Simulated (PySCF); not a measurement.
## Correlation energy of C⁺ (carbon, charge +1)

[He] 2s2 3d1, 2D determinant (an excited configuration). All numbers are calculated (PySCF 2.14, no relativity, point nucleus, in dyall-av2z (11s7p2d, 42 functions)). Frozen: 1s2; 3 electrons correlated; the 8 highest virtual orbitals of each spin left out.

MP2 pair energies summed by pair of shells (mhartree):

| pair | energy | share (%) |
| --- | --- | --- |
| 2s-2s | -42.38 | 78.3 |
| 2s-3d | -11.77 | 21.7 |

Total MP2 correlation energy: -54.16 mhartree.

Same-spin part -1.93 and opposite-spin part -52.23 mhartree; SCS-MP2 scales them by 1/3 and 6/5 to -63.32 mhartree.
